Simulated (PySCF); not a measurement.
Species: pyranone, C₅H₄O₂.
Atom-mapped SMILES: `[O:1]=[c:2]1[cH:3][cH:4][o:5][cH:6][cH:7]1` (hydrogens: H8 on C3; H9 on C4; H10 on C6; H11 on C7)

A GFN2-xTB structure was refined with PBE/6-31+G* geometry optimisation, gas phase in PySCF 2.14.0. Its GFN2-xTB values:

| coordinate | GFN2-xTB |
| --- | --- |
| O1=C2 | 1.217 Å |
| C2–C3 | 1.465 Å |
| C3–C4 | 1.340 Å |
| C3–H8 | 1.077 Å |
| C4–O5 | 1.342 Å |
| C4–H9 | 1.081 Å |
| O1–C2–C3 | 124.0° |
| C2–C3–C4 | 121.0° |
| C3–C2–C7 | 112.1° |
| C3–C4–O5 | 124.2° |
| C4–O5–C6 | 117.4° |

**Question.** How do these coordinates change at the PBE/6-31+G* level?

**Answer.** 
```json
{"coordinate": "O1=C2", "PBE/6-31+G* (Å or °)": "1.244", "change": "+0.027"}
{"coordinate": "C4–O5", "PBE/6-31+G* (Å or °)": "1.367", "change": "+0.025"}
{"coordinate": "C3–C4", "PBE/6-31+G* (Å or °)": "1.358", "change": "+0.018"}
{"coordinate": "C3–H8", "PBE/6-31+G* (Å or °)": "1.093", "change": "+0.016"}
{"coordinate": "C4–H9", "PBE/6-31+G* (Å or °)": "1.093", "change": "+0.012"}
{"coordinate": "C2–C3", "PBE/6-31+G* (Å or °)": "1.472", "change": "+0.007"}
{"coordinate": "C3–C2–C7", "PBE/6-31+G* (Å or °)": "112.8", "change": "+0.7"}
{"coordinate": "C3–C4–O5", "PBE/6-31+G* (Å or °)": "123.7", "change": "-0.5"}
{"coordinate": "O1–C2–C3", "PBE/6-31+G* (Å or °)": "123.6", "change": "-0.4"}
{"coordinate": "C2–C3–C4", "PBE/6-31+G* (Å or °)": "121.2", "change": "+0.2"}
{"coordinate": "C4–O5–C6", "PBE/6-31+G* (Å or °)": "117.5", "change": "+0.1"}
```

The energy falls by 9.1 kJ/mol over 4 energy and gradient evaluations, the largest force component goes from 0.0382 to 3.9e-04 Eh/bohr, and the atoms move by 0.026 Å rms after alignment. Among the bonds, O1=C2 and O5–C6 change most and about equally (+0.026 to +0.027 Å). Bonds longer at the end by more than 0.005 Å: 11 of 11; shorter: 0. Rotational constants go from 5973, 2726, 1872 to 5817, 2660, 1825 MHz.

The run used 134 basis functions and 34 SCF cycles in all. Hardware: an Intel Xeon Platinum 8375C at 2.90 GHz with one thread, no GPU, shared host with 128 logical CPUs at a one-minute load of 20. Cost: 35 s, 0.54 GiB resident at most.

PBE/6-31+G* frequencies: not computed here.
